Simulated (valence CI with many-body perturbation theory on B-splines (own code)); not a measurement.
**Yb65+: E2, E3, M1, M2 decay**

Computed by relativistic CI+MBPT: three valence electrons over a frozen Dirac-Fock core [He], radial functions for each j: 11 s, 11 p, 10 d, 8 f, 5 g, 2 h, with the one-electron correlation potential Σ1, the two-electron term Σ2, the three-electron term Σ3, Breit, model QED; selected CI, second order for the rest, scaled by the run's own slope (own B-spline code, finite nucleus).

No measured spectrum was set against this ion. As an estimate, large intervals hold to a few tenths of a per cent, small ones and those within an open d or f shell to about a per cent.

Lines 1 to 44 of 44 in falling wavelength, among levels below 13528 eV, chosen from the decays that carry over 1 % of a level's rate. Wavelengths and rates use the calculated energies. Electric multipoles are in the length gauge, E1 and E2 with the static RPA response of the core. Weak lines are less certain than strong ones. Lines between different terms over intervals too small for the method are left out, as are lines whose strength nearly cancels. The highest levels of a list are the least certain.

Levels are named by their leading jj configuration (3d3/2^4 stands for four electrons in 3d with j = 3/2), which in mixed levels can hold well under half, so a name can repeat and another be missing. Letters in brackets count levels of one name in rising energy.

| λ vac (Å) | Upper | Lower | Type | A (s⁻¹) | Branch % |
| --- | --- | --- | --- | --- | --- |
| 11.67 | (2s 2p1/2 2p3/2) J=3/2 [a] | (2s 2p1/2^2) J=1/2 | M1 | 7.07e+09 | 11.3 |
| 11.31 | (2s 2p3/2 3d5/2) J=9/2 | (2s 2p1/2 3d5/2) J=7/2 | M1 | 6.58e+09 | 5.5 |
| 10.91 | (2s^2 2p3/2) J=3/2 | (2s^2 2p1/2) J=1/2 | M1 | 6.59e+09 | 25.9 |
| 1.500 | (2s 2p1/2 3p1/2) J=1/2 [a] | (2s 2p1/2 2p3/2) J=3/2 [a] | E2 | 1.73e+12 | 1.1 |
| 1.496 | (2s^2 3p1/2) J=1/2 | (2s^2 2p3/2) J=3/2 | E2 | 2.19e+12 | 25.3 |
| 1.462 | (2s 2p3/2 3p3/2) J=7/2 | (2s 2p3/2^2) J=3/2 | E2 | 6.87e+10 | 2.2 |
| 1.444 | (2s 2p3/2 3p3/2) J=7/2 | (2s 2p3/2^2) J=5/2 | E2 | 7.49e+11 | 24.1 |
| 1.442 | (2s 2p3/2 3p3/2) J=1/2 [b] | (2s 2p3/2^2) J=3/2 | E2 | 1.31e+12 | 8.6 |
| 1.441 | (2s 2p1/2 3p3/2) J=5/2 | (2s 2p1/2 2p3/2) J=5/2 | E2 | 5.87e+11 | 1.0 |
| 1.438 | (2s^2 3p3/2) J=3/2 | (2s^2 2p3/2) J=3/2 | E2 | 1.09e+12 | 8.8 |
| 1.425 | (2s 2p3/2 3p3/2) J=1/2 [b] | (2s 2p3/2^2) J=5/2 | E2 | 4.27e+11 | 2.8 |
| 1.421 | (2s 2p3/2 3d5/2) J=9/2 | (2s 2p3/2^2) J=5/2 | M2 | 5.38e+10 | 45.2 |
| 1.421 | (2s 2p3/2 3d5/2) J=9/2 | (2s 2p3/2^2) J=5/2 | E3 | 3.24e+09 | 2.7 |
| 1.278 | (2s 2p3/2 3p3/2) J=7/2 | (2s 2p1/2 2p3/2) J=5/2 | E2 | 5.56e+11 | 17.9 |
| 1.277 | (2s 2p1/2 3p3/2) J=5/2 | (2s 2p1/2^2) J=1/2 | E2 | 1.22e+12 | 2.2 |
| 1.273 | (2s 2p3/2 3p3/2) J=7/2 | (2s 2p1/2 2p3/2) J=3/2 [a] | E2 | 8.93e+11 | 28.7 |
| 1.272 | (2s 2p3/2 3p3/2) J=1/2 [b] | (2s 2p1/2 2p3/2) J=3/2 [b] | E2 | 1.26e+12 | 8.3 |
| 1.271 | (2s^2 3p3/2) J=3/2 | (2s^2 2p1/2) J=1/2 | E2 | 1.35e+12 | 10.8 |
| 1.260 | (2s 2p3/2 3d5/2) J=9/2 | (2s 2p1/2 2p3/2) J=5/2 | M2 | 1.97e+10 | 16.6 |
| 1.260 | (2s 2p3/2 3d5/2) J=9/2 | (2s 2p1/2 2p3/2) J=5/2 | E3 | 2.97e+09 | 2.5 |
| 1.255 | (2s 2p3/2 3d5/2) J=9/2 | (2s 2p1/2 2p3/2) J=3/2 [a] | E3 | 5.96e+09 | 5.0 |
| 1.246 | (2p1/2 2p3/2 3d3/2) J=5/2 [a] | (2s 2p1/2 2p3/2) J=1/2 | E2 | 2.15e+12 | 1.3 |
| 1.244 | (2p1/2 2p3/2 3d3/2) J=7/2 | (2s 2p1/2 2p3/2) J=3/2 [b] | E2 | 2.98e+12 | 9.0 |
| 1.241 | (2s 2p1/2 3d3/2) J=5/2 | (2s^2 2p1/2) J=1/2 | E2 | 3.90e+12 | 1.6 |
| 1.238 | (2p1/2^2 3d3/2) J=3/2 | (2s 2p1/2^2) J=1/2 | E2 | 6.74e+12 | 2.9 |
| 1.236 | (2p1/2 2p3/2 3d3/2) J=7/2 | (2s 2p1/2 2p3/2) J=5/2 | E2 | 3.12e+12 | 9.4 |
| 1.235 | (2p3/2^2 3d5/2) J=7/2 | (2s 2p3/2^2) J=3/2 | E2 | 2.68e+12 | 16.2 |
| 1.233 | (2p1/2 2p3/2 3d3/2) J=3/2 [a] | (2s 2p1/2 2p3/2) J=3/2 [a] | E2 | 4.68e+12 | 1.1 |
| 1.233 | (2p1/2 2p3/2 3d3/2) J=5/2 [a] | (2s 2p1/2 2p3/2) J=3/2 [a] | E2 | 3.09e+12 | 1.9 |
| 1.232 | (2p1/2 2p3/2 3d3/2) J=1/2 [a] | (2s 2p1/2 2p3/2) J=3/2 [a] | E2 | 6.15e+12 | 2.7 |
| 1.231 | (2p1/2 2p3/2 3d3/2) J=7/2 | (2s 2p1/2 2p3/2) J=3/2 [a] | E2 | 6.79e+11 | 2.0 |
| 1.225 | (2p1/2 2p3/2 3d5/2) J=9/2 | (2s 2p1/2 2p3/2) J=5/2 | E2 | 7.10e+12 | 62.9 |
| 1.223 | (2p1/2 2p3/2 3d5/2) J=7/2 [a] | (2s 2p1/2 2p3/2) J=3/2 [a] | E2 | 6.34e+12 | 13.3 |
| 1.222 | (2p3/2^2 3d5/2) J=7/2 | (2s 2p3/2^2) J=5/2 | E2 | 4.35e+12 | 26.3 |
| 1.222 | (2p3/2^2 3d5/2) J=9/2 | (2s 2p3/2^2) J=5/2 | E2 | 7.17e+12 | 44.7 |
| 1.222 | (2s 2p3/2 3d5/2) J=7/2 [b] | (2s^2 2p3/2) J=3/2 | E2 | 4.81e+12 | 1.1 |
| 1.067 | (2p1/2^2 4f7/2) J=7/2 | (2p1/2^2 2p3/2) J=3/2 | E2 | 4.88e+12 | 1.8 |
| 1.067 | (2s 2p1/2 4f7/2) J=7/2 [b] | (2s 2p1/2 2p3/2) J=3/2 [b] | E2 | 2.85e+12 | 1.1 |
| 1.067 | (2s 2p1/2 4f7/2) J=5/2 | (2s 2p1/2 2p3/2) J=1/2 | E2 | 3.37e+12 | 1.2 |
| 1.061 | (2s 2p1/2 4f7/2) J=9/2 | (2s 2p1/2 2p3/2) J=5/2 | E2 | 4.80e+12 | 1.8 |
| 1.060 | (2s 2p1/2 4f7/2) J=7/2 [a] | (2s 2p1/2 2p3/2) J=3/2 [a] | E2 | 3.58e+12 | 1.3 |
| 1.059 | (2s^2 4f7/2) J=7/2 | (2s^2 2p3/2) J=3/2 | E2 | 4.84e+12 | 1.8 |
| 0.9709 | (2s 2p1/2 4f5/2) J=3/2 | (2s 2p1/2^2) J=1/2 | E2 | 4.79e+12 | 1.7 |
| 0.9665 | (2s^2 4f5/2) J=5/2 | (2s^2 2p1/2) J=1/2 | E2 | 3.75e+12 | 1.3 |
